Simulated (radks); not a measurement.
Neutral rubidium, 37 electrons, occupied as [Kr] 5s1. Method: Dirac Kohn-Sham, LDA (Slater exchange, Perdew-Wang correlation), spin-unpolarised, spherical densities, point nucleus; computed with a radial shooting solver on a logarithmic mesh with Libxc functionals.

Radial electron density D(r) = 4 pi r^2 rho(r):

```
   r/bohr * D(r) (the largest magnitude, 55.3, reaches the edge; | marks zero)
 0.001821 | *
  0.00212 | *
 0.002468 |  *
 0.002873 |   *
 0.003318 |   *
 0.003863 |     *
 0.004497 |      *
 0.005235 |        *
 0.006046 |           *
 0.007038 |              *
 0.008194 |                 *
 0.009463 |                    *
  0.01102 |                         *
  0.01282 |                             *
  0.01493 |                                  *
  0.01724 |                                      *
  0.02007 |                                         *
  0.02337 |                                            *
   0.0272 |                                             *
  0.03142 |                                             *
  0.03658 |                                           *
  0.04258 |                                         *
  0.04957 |                                      *
  0.05725 |                                     *
  0.06664 |                                      *
  0.07758 |                                         *
   0.0896 |                                              *
   0.1043 |                                                   *
   0.1214 |                                                      *
   0.1414 |                                                     *
   0.1633 |                                                *
   0.1901 |                                        *
   0.2213 |                                  *
   0.2576 |                              *
   0.2975 |                                *
   0.3463 |                                   *
   0.4032 |                                      *
   0.4656 |                                    *
   0.5421 |                              *
    0.631 |                      *
   0.7346 |              *
   0.8484 |         *
   0.9877 |       *
     1.15 |      *
    1.339 |     *
    1.546 |     *
      1.8 |   *
    2.095 |  *
    2.439 | *
    2.817 |*
    3.279 |*
    3.818 *
    4.409 *
    5.133 *
    5.975 *
    6.956 *
    8.033 *
    9.352 *
    10.89 *
    12.67 *
    14.64 *
```

D(r) has 3 maxima, at r = 0.0283, 0.125, 0.413 bohr, and minima at 0.0582, 0.264 bohr, inside which lie 2.07, 11.07 electrons.
